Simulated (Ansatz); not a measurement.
`[NH2][Nb]([NH2])(=[O])[OH]`, charge 0, multiplicity 1.

Give a relaxed structure at PBE0-D4/def2-TZVP (Ansatz). (Estimate.)

The calculation gave: 
Cartesian coordinates in Å:
```
N -0.9971 0.4392 1.3889
Nb 0.4565 0.3002 0.0539
N -0.2791 -0.1349 -1.7304
O 1.1910 1.8244 -0.0584
O 1.7512 -1.0027 0.5921
H -1.2133 1.2858 1.8944
H -1.6434 -0.2907 1.6520
H -0.1750 0.4620 -2.5378
H -0.8512 -0.9327 -1.9668
H 1.7604 -1.9505 0.7120
```
Point group Cs.
This is one stationary point; other conformers may exist.
